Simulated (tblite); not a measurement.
A tight-binding relaxation on `C1[C@@H](C[C@H]([Si@@H]1F)CF)Br`.

Computed with GFN2-xTB geometry optimisation, gas phase (tblite 0.8.0). Start geometry: from a force field or distance geometry. A driver script takes a list of jobs; this job's settings line and coordinates (Å) are shown.

Command:
```bash
OMP_NUM_THREADS=1 python probes_run.py task.json out
```

Input:
```
{"job": {"kind": "relax", "xc": "GFN2-xTB", "basis": "xTB"}, "charge": 0, "multiplicity": 1}
F     -2.021500     1.192900     1.128700
C     -2.145700     0.493300    -0.058500
C     -0.830300    -0.105100    -0.465300
C     -0.202900    -1.051600     0.462200
C      1.136800    -0.557400     0.911700
Br     2.189700    -1.795600     1.898100
C      1.872500    -0.047800    -0.329500
Si     0.508200     1.162200    -0.818200
F      0.601400     1.593000    -2.421900
H     -2.861500    -0.342700     0.131000
H     -2.578000     1.161900    -0.833200
H     -0.983000    -0.673400    -1.432900
H     -0.047700    -2.030300    -0.020500
H     -0.823900    -1.216400     1.382700
H      0.936400     0.373900     1.525100
H      2.817100     0.430300    -0.111500
H      1.881500    -0.825000    -1.091000
H      0.542100     2.244100     0.131400
```

Output:
```
step      E/eV     max force
  0    -833.11075    3.165
  1    -833.40520    0.738
  2    -833.46265    0.618
  3    -833.52485    0.601
  4    -833.56302    0.460
  5    -833.59031    0.394
  6    -833.61027    0.353
  7    -833.62540    0.374
  8    -833.63701    0.386
  9    -833.64936    0.343
... (70 lines left out)
 80    -833.87332    0.016
 81    -833.87337    0.015
 82    -833.87341    0.011
 83    -833.87343    0.011
 84    -833.87345    0.010
 85    -833.87348    0.013
 86    -833.87351    0.015
 87    -833.87354    0.011
 88    -833.87356    0.010
 89    -833.87358    0.009
```

«max force» is the largest atomic force in eV/Å.

From which step on does the largest force stay under 0.1 eV/Å, and how much energy is left to gain from there?

From step 63 (0.093 eV/Å), 7.8 meV above the end.

Main results: energy lowered by 17.6 kcal/mol over 89 steps; largest atomic force 0.009 eV/Å at the end.

Where do the atoms end?

0.630 Å rms from the input after alignment:
```
atom  x, y, z in Å
F1    -1.3484    1.3906    1.2094
C2    -1.9624    0.5955    0.2638
C3    -0.9287   -0.1132   -0.5971
C4    -0.2064   -1.2332    0.1717
C5     0.9519   -0.6105    0.9396
Br6    2.0359   -2.0222    1.7896
C7     1.7848    0.2316   -0.0147
Si8    0.4853    1.0703   -1.1203
F9     0.8274    0.8220   -2.6822
H10   -2.5973   -0.1064    0.8156
H11   -2.5849    1.2647   -0.3376
H12   -1.4688   -0.5440   -1.4422
H13    0.1930   -1.9583   -0.5416
H14   -0.8845   -1.7613    0.8463
H15    0.5839   -0.0055    1.7687
H16    2.4389    0.9085    0.5310
H17    2.4238   -0.4133   -0.6228
H18    0.2478    2.4912   -0.9886
```

On an Intel Xeon at 2.50 GHz with one thread, no GPU, on a shared host, this took 2.7 s.
Labels such as C1 count atoms from 1, the log's own numbers from 0.
